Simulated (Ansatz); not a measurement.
Geometry optimisation, RKS PBE0-D4/def2-SVP (Ansatz 0.2.0).

Input:

```yaml
crystal:
  periodic: [false, false, false]
  atoms:
    - { symbol: I, position_ang: [-0.2902, -0.3764, -3.9428] }
    - { symbol: Al, position_ang: [-0.0261, 0.5771, -1.5604] }
    - { symbol: C, position_ang: [0.7827, -0.3211, 0.0109] }
    - { symbol: Si, position_ang: [-0.3994, 0.1256, 1.2713] }
    - { symbol: S, position_ang: [-1.5532, 1.3794, -0.0665] }
    - { symbol: H, position_ang: [0.8941, -1.4052, -0.1103] }
    - { symbol: H, position_ang: [1.8196, 0.1356, 0.288] }
    - { symbol: H, position_ang: [-1.2368, -1.0416, 1.6444] }
    - { symbol: H, position_ang: [0.0977, 0.8802, 2.4483] }
basis:
  gaussian: { orbitals: def2-SVP }
hamiltonian:
  xc: pbe0
  dispersion: d4
relax:
  f_tol: 0.02
  max_steps: 50
output:
  orbitals: {}
```

Command:

```bash
$ ansatz run input.yaml --threads 2 --pin off --max-ram 3072MiB --backend cpu --events-out ev --progress --plain --runs-dir out
```

Problem. Where does it end, and by what steps?

Solution. The forces met the threshold. The force dipped under the threshold on the way, but the program's further checks kept it going. After 11 steps the energy has fallen by 0.796 eV; I1 moved furthest, 0.73 Å.

```json
{"step": "0", "energy less start (eV)": "0.0000", "largest force component (eV/Å)": "3.870", "accepted": "yes"}
{"step": "1", "energy less start (eV)": "-0.6011", "largest force component (eV/Å)": "1.179", "accepted": "yes"}
{"step": "2", "energy less start (eV)": "-0.7293", "largest force component (eV/Å)": "0.536", "accepted": "yes"}
{"step": "3", "energy less start (eV)": "-0.7724", "largest force component (eV/Å)": "0.149", "accepted": "yes"}
{"step": "4", "energy less start (eV)": "-0.6678", "largest force component (eV/Å)": "0.711", "accepted": "no"}
{"step": "5", "energy less start (eV)": "-0.7843", "largest force component (eV/Å)": "0.109", "accepted": "yes"}
{"step": "6", "energy less start (eV)": "-0.7913", "largest force component (eV/Å)": "0.033", "accepted": "yes"}
{"step": "7", "energy less start (eV)": "-0.7940", "largest force component (eV/Å)": "0.073", "accepted": "yes"}
{"step": "8", "energy less start (eV)": "-0.7950", "largest force component (eV/Å)": "0.038", "accepted": "yes"}
{"step": "9", "energy less start (eV)": "-0.7954", "largest force component (eV/Å)": "0.020", "accepted": "yes"}
{"step": "10", "energy less start (eV)": "-0.7956", "largest force component (eV/Å)": "0.020", "accepted": "yes"}
{"step": "11", "energy less start (eV)": "-0.7956", "largest force component (eV/Å)": "0.015", "accepted": "yes"}
```

```xyz
9
Properties=species:S:1:pos:R:3
I -0.040 0.303 -3.902
Al -0.231 0.243 -1.453
C 0.839 -0.502 0.002
Si -0.433 0.171 1.229
S -1.803 1.092 -0.202
H 0.931 -1.600 0.015
H 1.845 -0.068 0.123
H -1.133 -0.888 2.013
H 0.113 1.204 2.157
```

The run took 64 s on 2 threads of Arm Neoverse V1 (shared host), peak memory 0.31 GiB.
